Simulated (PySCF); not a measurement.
FeF3, SMILES [F][Fe]([F])[F] (connectivity only; charge and spin as stated), neutral, multiplicity 6. Geometry optimised at PBE-D3(BJ)/def2-SVP. The multiplicity is an assumed one; other spin states were not compared. The isomer is the one that the SMILES or the coordinates give; other isomers of the formula were not compared.

Computed with PySCF with PBE-D3(BJ)/def2-SVP.

Harmonic wavenumbers (cm⁻¹): 101, 146, 146, 607, 691, 691. Rotational constants (GHz): 5.672, 5.672, 2.836; symmetry number 6.

Question: Work out the zero-point energy and the ideal-gas rigid-rotor harmonic-oscillator thermochemistry at 298.15 K and 1 atm.

Answer: ZPE = ½ Σ hcν = ½ × 2381 cm⁻¹ = 3.40 kcal/mol. H − E(el) = 7.29 kcal/mol. Entropy in cal/(mol K): translation 40.08, rotation 22.11, vibration 9.96, spin 3.56, total 75.70. G − E(el) = -15.28 kcal/mol. Cp = 16.42 cal/(mol K). Modes under 150 cm⁻¹ make the vibrational entropy uncertain.
